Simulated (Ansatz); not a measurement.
The same path of C2H8BNSi (13 atoms, charge 0, multiplicity 1) was run twice with different band settings. The coordinate that changes most is the height of N1 over the plane of its neighbours.

The calculation used RKS LDA/6-31G (Ansatz 0.2.0).

Relaxed end points:

```xyz
13
Properties=species:S:1:pos:R:3
N -2.212 1.033 0.914
B -1.086 0.316 0.505
C 0.024 0.986 -0.329
C 1.141 0.348 -0.750
Si 1.555 -1.470 -0.399
H -2.961 0.617 1.467
H -2.350 2.019 0.680
H -1.003 -0.851 0.826
H -0.089 2.054 -0.608
H 1.894 0.892 -1.345
H 0.546 -2.429 -1.002
H 1.657 -1.775 1.082
H 2.905 -1.775 -1.024
```

```xyz
13
Properties=species:S:1:pos:R:3
N -2.216 1.030 0.904
B -1.087 0.314 0.503
C 0.027 0.988 -0.323
C 1.145 0.351 -0.743
Si 1.555 -1.469 -0.399
H -2.354 2.016 0.671
H -2.970 0.613 1.452
H -1.004 -0.852 0.823
H -0.084 2.057 -0.596
H 1.903 0.897 -1.330
H 0.524 -2.423 -0.972
H 1.694 -1.771 1.081
H 2.886 -1.786 -1.057
```

Common settings: movable images 5; climbing image yes; spring 5.0 eV/Å²; start path through a guess of the saddle point; force threshold 0.05 eV/Å; iteration limit 60; end points relaxed.

| run | optimiser | largest step |
| --- | --- | --- |
| 1 | quadratic models (default) | default |
| 2 | lbfgs | 0.5 Å |

Question: What does each run give, and how far can it be trusted?

Answer: Run 1: converged after 10 iterations, highest image 1.517 eV above the first end. A vibrational analysis at the climbing image gives one clearly imaginary mode, 1100i cm⁻¹: a first-order saddle point.
Run 2: converged after 41 iterations, highest image 1.527 eV above the first end. The order of the stationary point at the top wasn't checked.
Limits of this set-up: no polarisation functions.
